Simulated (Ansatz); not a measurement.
Consider the ligand exchange at the Si–C bond: `BrC[SiH2]Br` + HBr → `Br[SiH2]Br` + `CBr`.

Isolated molecules relaxed with PBE0-D4/def2-TZVP in Ansatz; ΔE leaves out vibrations. CCSD(T)/CBS is the MP2 limit (def2-TZVPP, def2-QZVPP) plus CCSD(T) − MP2 in def2-TZVPP, frozen cores. DFT in def2-TZVPP. For Br outer-core shells are correlated without core-valence functions, which leaves a few kJ/mol of doubt a bond. Scalar relativity is left out up to krypton. One conformer a species, not always the lowest.

```tsv
level	ΔE (eV)
ωB97M-V	-0.93
HF/def2-QZVPP	-1.06
```

Problem. What does CCSD(T)/CBS give? (Estimate.)

Solution. Ansatz gave: -0.92 eV. The listed levels differ from it by -0.01, -0.14 eV.

Largest T1 diagnostic among the species: 0.008.

In def2-TZVPP, CCSD(T) changes the Hartree–Fock value by +0.18 eV (the triples alone add +0.02 eV) and MP2 by +0.14 eV. The D4 term adds +0.04 eV with B3LYP and +0.03 eV with PBE0; it sums over pairs of atoms, weighted by their polarisabilities, and B3LYP, whose exchange is more repulsive, gets the larger term.

B3LYP here is the variant with VWN-RPA as its local correlation; programs differ in this.
